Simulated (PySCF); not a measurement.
## Low-lying terms of P³⁺ (phosphorus, charge +3)

Ground state [Ne] 3s2, ¹S. Computed with PySCF 2.14 in aug-cc-pV(D+d)Z with one added diffuse shell each of s, p, d type (6s5p4d, 41 functions), with the non-relativistic Hamiltonian (point nucleus). Vertical excitation energies in eV without spin-orbit coupling; excited terms of each kind are numbered among those the solver found. Frozen: [He] 2s2.

| term | leading excitation | EOM-EE-CCSD |
| --- | --- | --- |
| 1 3P° | 3s → p | 8.387 |
| 1 1P° | 3s → p | 13.236 |
| 1 3D | 3s → d | 24.305 |
| 1 1D | 3s → d | 28.254 |
| 1 3S | 3s → s | 28.328 |
| 1 1S | 3s → s | 29.150 |
| 2 3P° | 3s → p | 31.812 |
| 2 1P° | 3s → p | 32.003 |
| 2 3D | 3s → d | 36.796 |
| 2 1D | 3s → d | 37.160 |

Only the lower part of the computed list is shown. Doubly excited terms such as np² are absent. The solver can miss terms.
